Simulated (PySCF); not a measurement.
Computed IR spectrum (relative IR intensity) of a molecule C₄H₄F₂O₂. Coordinates come from a B3LYP-D3(BJ)/def2-SVP optimisation. One conformer was computed; it need not be the lowest. Calculation: B3LYP-D3(BJ)/def2-SVP run with PySCF. No scaling factor is applied to the harmonic values.

```json
[
 {"ν (cm⁻¹)": "260", "relative intensity": "5.0"},
 {"ν (cm⁻¹)": "847", "relative intensity": "8.4"},
 {"ν (cm⁻¹)": "984", "relative intensity": "30"},
 {"ν (cm⁻¹)": "1020", "relative intensity": "12"},
 {"ν (cm⁻¹)": "1035", "relative intensity": "5.3"},
 {"ν (cm⁻¹)": "1120", "relative intensity": "40"},
 {"ν (cm⁻¹)": "1146", "relative intensity": "64"},
 {"ν (cm⁻¹)": "1173", "relative intensity": "26"},
 {"ν (cm⁻¹)": "1198", "relative intensity": "31"},
 {"ν (cm⁻¹)": "1259", "relative intensity": "100"},
 {"ν (cm⁻¹)": "1338", "relative intensity": "38"},
 {"ν (cm⁻¹)": "1356", "relative intensity": "25"},
 {"ν (cm⁻¹)": "1887", "relative intensity": "24"},
 {"ν (cm⁻¹)": "2958", "relative intensity": "40"},
 {"ν (cm⁻¹)": "2988", "relative intensity": "16"},
 {"ν (cm⁻¹)": "3110", "relative intensity": "3.7"},
 {"ν (cm⁻¹)": "3127", "relative intensity": "11"}
]
```

Question: Identify the compound among the candidates.
A. CC(=O)O/C(F)=C/F
B. COC(=O)/C(F)=C/F
C. O=C(O)[C@H](F)/C=C/F
D. FC(F)=C1COCO1

Answer: D, FC(F)=C1COCO1
